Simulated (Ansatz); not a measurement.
`[SiH3][SnH]([Cl])[Cl]` → `[Cl][SnH2][Cl]` + `[SiH2]` at 700 K and 1 bar (silylene loss).

Gas-phase electronic energies from Ansatz, PBE0-D4/def2-TZVP geometries. CBS: MP2 limit from def2 TZ/QZ plus the TZ coupled-cluster correction, frozen cores. This one scheme is used for every species. def2 core potentials past Kr. For Sn outer-core shells are correlated without core-valence functions, which leaves a few kJ/mol of doubt a bond.

```csv
species,CCSD(T)/CBS energy (Eh),H − E (kJ/mol),S (J/(mol·K))
`[SiH3][SnH]([Cl])[Cl]`,-1425.15460,165.9,500.1
`[Cl][SnH2][Cl]`,-1134.85982,91.9,385.4
`[SiH2]`,-290.19011,56.3,240.4
```

H − E and S are ideal-gas, rigid-rotor, harmonic terms from PBE0-D4/def2-TZVP. 1 Eh = 2625.50 kJ/mol, R = 8.31446 J/(mol·K).

Task: By hand: ΔE, ΔH, ΔS and ΔG.

Result: ΔE = (-1134.85982) + (-290.19011) − (-1425.15460) = 0.10467 Eh = 274.8 kJ/mol. Δ(H − E) = 91.9 + 56.3 − 165.9 = -17.7, so ΔH = 257.1 kJ/mol. ΔS = 385.4 + 240.4 − 500.1 = 125.7 J/(mol·K). ΔG = 257.1 − 700 × (125.7)/1000 = 169.1 kJ/mol.

Task: By hand: the equilibrium constant, and the temperature at which ΔG would vanish if ΔH and ΔS stayed fixed.

Result: log₁₀ K = −ΔG/(RT ln 10) = -12.6. ΔG = 0 at ΔH/ΔS = 2045 K.

The number of gas molecules changes by +1, which sets the sign of ΔS. A doubt of 5 kJ/mol in ΔE shifts log₁₀ K by 0.4 here. These are equilibria of isolated gas molecules and say nothing of rates. Largest T1 diagnostic: 0.014 (customary marks: 0.02 for closed shells, 0.045 for open ones).
